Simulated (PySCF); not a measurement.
# Two-component Hartree-Fock for La²⁺ (lanthanum, charge +2)

Start: [Xe] 6s1; 6s1/2 filled at m_j = +1/2. Calculated with PySCF 2.14 in x2c-TZVPall-2c with one added diffuse shell each of s, p, d type (12s12p11d2f, 117 functions): generalised Hartree-Fock with the X2C-1e Hamiltonian and a Gaussian nucleus; spin-orbit coupling (SO) screened by Boettger's factors. This is a chosen level, not necessarily the ground level.

| spinor shell | electrons | ε, screened SO (eV) | weight of nominal j (screened SO) | rms radius, screened SO (bohr) |
| --- | --- | --- | --- | --- |
| 1s1/2 | 2 | -39131.8 | 1.000 | 0.0286 |
| 2s1/2 | 2 | -6350.4 | 1.000 | 0.116 |
| 2p1/2 | 2 | -5976.5 | 1.000 | 0.100 |
| 2p3/2 | 4 | -5559.9 | 1.000 | 0.106 |
| 3s1/2 | 2 | -1416.6 | 1.000 | 0.303 |
| 3p1/2 | 2 | -1257.7 | 1.000 | 0.295 |
| 3p3/2 | 4 | -1174.3 | 1.000 | 0.308 |
| 3d3/2 | 4 | -898.62 | 1.000 | 0.279 |
| 3d5/2 | 6 | -880.99 | 1.000 | 0.283 |
| 4s1/2 | 2 | -317.99 | 1.000 | 0.694 |
| 4p1/2 | 2 | -256.99 | 1.000 | 0.719 |
| 4p3/2 | 4 | -239.10 | 1.000 | 0.746 |
| 4d3/2 | 4 | -136.82 | 1.000 | 0.820 |
| 4d5/2 | 6 | -133.65 | 1.000 | 0.830 |
| 5s1/2 | 2 | -64.399 | 1.000 | 1.65 |
| 5p1/2 | 2 | -45.095 | 0.999 | 1.84 |
| 5p3/2 | 4 | -42.280 | 1.000 | 1.91 |
| 6s1/2 | 1 | -16.656 | 1.000 | 4.16 |

```
   quantity  screened SO
E (hartree)  -8490.52394
        M_J          1/2
       ⟨J²⟩        0.750
       ⟨L²⟩        0.037
       ⟨S²⟩        0.788
```

Each row is a mean over spinors that exchange with the open shell spreads, by up to 0.306 eV (5s1/2).

Breit and QED terms are absent; they matter most for the inner s and p1/2 levels.

Densities and radii are taken from the X2C orbitals without a picture-change correction, which distorts them close to the nucleus.
